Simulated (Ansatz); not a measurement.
One change: `[AlH2][SiH2]Cl` becomes `[AlH2][SiH2][GeH3]`.

Ansatz, PBE0-D4/def2-TZVP geometries, multiplicity 1. 

Scalar relativity is left out up to krypton.

| property | `[AlH2][SiH2]Cl` |
| --- | --- |
| HOMO–LUMO gap (B3LYP/def2-TZVPP) / eV | 4.86 |
| HOMO–LUMO gap (PBE/def2-TZVPP) / eV | 3.36 |
| HOMO energy (PBE0/def2-TZVPP) / eV | -7.57 |
| LUMO energy (PBE/def2-TZVPP) / eV | -3.10 |
| LUMO energy (ωB97M-V/def2-TZVPP) / eV | -0.67 |
| zero-point energy (PBE0-D4/def2-TZVP) / kJ/mol | 83.0 |

(1) What does the change do to each property? (Estimate.)

## Answers

(1) Ansatz gave: 
```
                                      property  `[AlH2][SiH2][GeH3]`  shift
         HOMO–LUMO gap (B3LYP/def2-TZVPP) / eV                  4.87   0.01
           HOMO–LUMO gap (PBE/def2-TZVPP) / eV                  3.49   0.13
            HOMO energy (PBE0/def2-TZVPP) / eV                 -7.45   0.12
             LUMO energy (PBE/def2-TZVPP) / eV                 -2.94   0.16
         LUMO energy (ωB97M-V/def2-TZVPP) / eV                 -0.59   0.08
zero-point energy (PBE0-D4/def2-TZVP) / kJ/mol                 139.6   56.6
```

The zero-point energy changes by 56.6 kJ/mol with +9 modes.

B3LYP here is the variant with VWN-RPA as its local correlation; programs differ in this.
